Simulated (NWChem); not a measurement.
System: C4H5NO; SMILES N#C/C=C/OC

The following NWChem deck was run.

```
start job
memory heap 200 mb stack 900 mb global 1100 mb
geometry units angstroms noautosym nocenter noautoz
  C     -0.644652    -2.292820     0.000000
  O      0.638501    -1.667335     0.000000
  C      0.683306    -0.329871     0.000000
  C     -0.358553     0.531133     0.000000
  C     -0.134423     1.935608     0.000000
  N      0.031768     3.088677     0.000000
  H     -0.454677    -3.366334     0.000000
  H     -1.211857    -2.014696     0.896187
  H     -1.211857    -2.014696    -0.896187
  H      1.710699     0.021958     0.000000
  H     -1.390226     0.196970     0.000000
end
basis spherical
  * library def2-svp
end
dft
  xc m06-2x
  iterations 150
end
cosmo
  dielec 3.9
end
task dft energy
```

Geometry: optimised at B3LYP/6-31G* (spherical d).

Level: M06-2X/def2-SVP with COSMO at NWChem's default radii, gas-phase geometry; the question gives the dielectric constant.

Q: What results follow from this input? (M06-2X/def2-SVP, COSMO on the gas-phase geometry.) Quantities: electrostatic solvation energy (kcal/mol); dipole in solution (D).

A: The electrostatic solvation energy (kcal/mol) is -6.1 and the dipole in solution (D) comes out as 6.03.
